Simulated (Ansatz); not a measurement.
C4H5O2 (SMILES CC(=O)C=[C]O), doublet, geometry from GFN2-xTB; B3LYP-D4/STO-3G in Ansatz (a quantum-chemistry and plane-wave program).

The Ansatz input:
Ansatz 0.2 input:
```yaml
crystal:
  periodic: [false, false, false]
  atoms:
    - {symbol: C, position_ang: [1.36182315, 0.52551447, 0.45916404]}
    - {symbol: C, position_ang: [0.70063296, -0.10666471, -0.73272174]}
    - {symbol: O, position_ang: [1.27393566, -0.36182335, -1.76372116]}
    - {symbol: C, position_ang: [-0.74481166, -0.41494366, -0.57886742]}
    - {symbol: C, position_ang: [-1.50054092, -0.19828021, 0.47260859]}
    - {symbol: O, position_ang: [-1.29395766, 0.32130308, 1.67269156]}
    - {symbol: H, position_ang: [0.86364187, 1.46151697, 0.70098248]}
    - {symbol: H, position_ang: [2.41114571, 0.70874474, 0.24322265]}
    - {symbol: H, position_ang: [1.26937993, -0.13152612, 1.32085618]}
    - {symbol: H, position_ang: [-1.18166247, -0.86775905, -1.45663885]}
    - {symbol: H, position_ang: [-2.10495020, 0.31943035, 2.19871356]}
basis:
  gaussian:
    orbitals: STO-3G
hamiltonian:
  xc: b3lyp
  dispersion: d4
magnetization: {spin_polarized: true, initial_magnetization: 1}
```

Output, abridged:

```
Functional definition: B3LYP
502 factors; integrals over basis functions are off by at most 4.7e-5 eV
mean field evaluation 1: about -8208.4691 eV, gradient 1.9e1 eV
mean field evaluation 2: about -8186.1088 eV, gradient 6.2e1 eV
mean field evaluation 4: about -8210.9172 eV, gradient 1.4e0 eV
mean field evaluation 8: about -8210.8772 eV, gradient 3.6e-1 eV
mean field evaluation 16: about -8210.8802 eV, gradient 1.0e-3 eV
mean field -8210.88023830 eV, -301.7442832231 hartree, gradient 5.5e-5 eV, S^2 0.758072; 0 other end points of the search recorded, 0 dependent functions left out
reference -8210.88042620 eV, -301.7442901282 hartree; 23, 22 occupied and 12, 13 virtual orbitals, 502 factors
Total energy: -8211.22376562 eV, -301.7569076190 hartree
```
